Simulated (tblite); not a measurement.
Species: C₂H₅ClO₂Si.
Bonds: Cl1–Si2, Si2–O3, O3–C4, C4–C5, C5–O6, Si2–O6. Hydrogens: H7 on Si2; H8, H9 on C4; H10, H11 on C5.

Computed with GFN2-xTB (tblite), gas phase: L-BFGS steps from a force-field or distance-geometry start until the largest atomic force falls under 0.01 eV/Å.

Step 17: E = -581.7993 eV
```
atom  x, y, z in Å  |  force x, y, z in eV/Å
Cl1     2.9898   -0.2889    0.9091   -0.026   0.009   0.028
Si2     1.2979   -0.7603   -0.0180   -0.050   0.048  -0.035
O3      0.0284   -0.7926    1.0151    0.002   0.066   0.008
C4     -1.0664   -0.0742    0.4990    0.093  -0.176   0.250
C5     -0.5174    0.9146   -0.5398    0.021   0.023  -0.157
O6      0.7103    0.4083   -1.0031   -0.079   0.104   0.060
H7      1.4292   -1.9656   -0.8012    0.007  -0.118  -0.024
H8     -1.5683    0.4375    1.3200    0.018   0.042   0.075
H9     -1.7620   -0.7977    0.0657   -0.002   0.066  -0.175
H10    -0.3386    1.8962   -0.0847   -0.030  -0.068  -0.043
H11    -1.1975    1.0253   -1.3881    0.046   0.003   0.013
```

Step 18: E = -581.8023 eV
```
atom  x, y, z in Å  |  force x, y, z in eV/Å
Cl1     2.9868   -0.3019    0.9119   -0.008   0.019   0.033
Si2     1.2944   -0.7585   -0.0197    0.017   0.016  -0.049
O3      0.0286   -0.7921    1.0163    0.072   0.033   0.033
C4     -1.0631   -0.0758    0.5042    0.020  -0.041   0.092
C5     -0.5175    0.9164   -0.5425   -0.044  -0.056   0.000
O6      0.7131    0.4195   -0.9971    0.003   0.045   0.042
H7      1.4297   -1.9630   -0.8060   -0.014  -0.090  -0.018
H8     -1.5632    0.4428    1.3221    0.004   0.006   0.074
H9     -1.7575   -0.7982    0.0656   -0.021   0.083  -0.134
H10    -0.3500    1.9001   -0.0896   -0.031  -0.039  -0.045
H11    -1.1959    1.0133   -1.3912    0.002   0.023  -0.028
```

**Question.** Estimate the geometry and energy of step 19. (The exact step hangs on the optimiser's Hessian estimate; all steps are aligned on step 18, rigid shifts and turns removed.)

**Answer.** E = -581.8039 eV, largest force 0.122 eV/Å
```
atom  x, y, z in Å  |  force x, y, z in eV/Å
Cl1     2.9900   -0.3151    0.9177   -0.043   0.014   0.009
Si2     1.2947   -0.7562   -0.0204    0.069  -0.028  -0.057
O3      0.0310   -0.7909    1.0181    0.086   0.013   0.028
C4     -1.0610   -0.0773    0.5090   -0.024   0.040  -0.024
C5     -0.5195    0.9160   -0.5449   -0.050  -0.045   0.073
O6      0.7181    0.4299   -0.9905    0.003   0.018   0.045
H7      1.4279   -1.9606   -0.8137   -0.025  -0.033   0.017
H8     -1.5598    0.4463    1.3255    0.011  -0.023   0.062
H9     -1.7579   -0.7967    0.0664    0.002   0.090  -0.083
H10    -0.3627    1.9044   -0.0963   -0.038  -0.060  -0.056
H11    -1.1954    1.0029   -1.3970    0.008   0.012  -0.013
```

The energy changes by -0.0016 eV. The first-order estimate −F·Δx gives -0.0024 eV and the mean of the old and new forces, exact on a quadratic surface, -0.0016 eV. The step makes an angle of 73° with the force vector and moves no atom by more than 0.015 Å.

What follows is the cost of the whole relaxation. The run took 0.18 s of wall time on one thread of an Arm Neoverse V2, shared host with 96 logical CPUs at a one-minute load of 21.
